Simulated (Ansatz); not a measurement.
The cluster Zr₄P₄, relaxed as a singlet with RKS PBE-D4/def2-SVP in Ansatz, starting from the GFN1-xTB geometry. Force threshold 0.03 eV/Å.

In the def2 sets Zr takes a core potential; there is no spin–orbit coupling. The restricted singlet is unstable towards broken spin symmetry in Hartree–Fock (as tested in another run); at PBE-D4/def2-SVP this wasn't settled. The structure comes from a short search, and lower isomers may exist.

Start:

```xyz
8

Zr    0.2210    0.3283   -2.1743
Zr   -1.7794   -0.0526    0.4639
Zr    1.3958    0.3166    0.5922
Zr   -0.5858    2.6133   -0.3642
P    -2.7482    2.2214    0.7573
P     1.7496   -2.2668    0.5803
P    -0.0626   -1.6664    1.5367
P     1.8097   -1.4939   -1.3920
```

Task: Estimate the energy that the relaxation releases and the steps that it takes.

Result: 107.9 kcal/mol, in 27 steps; 4.8 min on 4 threads of Intel Xeon on a shared host. No frequencies were taken in this run, so the end may be a saddle point.

Task: Does the start keep its bonding?

Result: Bonds formed: Zr1–P5, Zr2–P6, Zr2–P8, Zr4–P7 (atoms count from 1).

Task: Predict the relaxed structure.

Result: 
Cartesian coordinates in Å:
```
Zr 0.002 1.081 -1.832
Zr -1.279 -0.931 0.186
Zr 1.906 0.263 0.072
Zr -0.217 1.923 0.882
P -2.187 1.246 -0.563
P 0.956 -2.018 0.703
P 0.262 -0.217 2.095
P 0.556 -1.346 -1.544
```
Bond lengths (bridged metal pairs left out): 11 × P–Zr 2.47 to 2.65 Å; 2 × P–P 2.38 Å.
